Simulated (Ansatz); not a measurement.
Sn(NH2)Me3 (C3H11NSn). The state is a triplet with charge 0. Geometry PBE0-D4/def2-SVP, that of the neutral singlet; atoms count from 1.

```xyz
16

Sn    0.044   -0.114   -0.036
N     0.728   -2.014   -0.427
H    -0.005   -2.721   -0.397
H     1.455   -2.321    0.218
C     1.776    1.149   -0.179
H     1.481    2.208   -0.171
H     2.309    0.936   -1.116
H     2.460    0.973    0.664
C    -0.882    0.079    1.906
H    -1.236    1.110    2.056
H    -0.161   -0.161    2.702
H    -1.741   -0.601    1.993
C    -1.371    0.312   -1.594
H    -2.229   -0.373   -1.540
H    -0.886    0.193   -2.574
H    -1.743    1.343   -1.506
```

In the def2 sets Sn takes a core potential; there is no spin–orbit coupling. At PBE0-D4/def2-TZVP a singlet of charge 0 lies 5.18 eV below the triplet at the same geometry.

Problem. Estimate the Mulliken populations from the PBE0/def2-TZVP orbitals of Ansatz.

Solution. 
```tsv
atom	charge (e)	spin (α − β)
Sn1	0.49	0.63
N2	0.06	0.57
H3	0.00	0.29
H4	0.00	0.29
C5	-0.59	-0.05
H6	0.13	0.02
H7	0.13	0.02
H8	0.12	0.03
C9	-0.48	0.07
H10	0.12	0.05
H11	0.12	0.03
H12	0.12	0.03
C13	-0.59	-0.05
H14	0.12	0.03
H15	0.13	0.02
H16	0.13	0.02
```
Mulliken values depend strongly on the basis.

Problem. Where does the spin sit?

Solution. Summed by element: Sn 0.63, N 0.57, H 0.84, C -0.04, of 2 unpaired in all. Largest on single atoms: Sn1 0.63, N2 0.57, H4 0.29.

Problem. And the Mayer bond orders between heavy atoms (over 0.3)?

Solution. Sn1–C5 0.81 (2.15 Å); Sn1–C9 0.59 (2.16 Å); Sn1–C13 0.81 (2.15 Å).
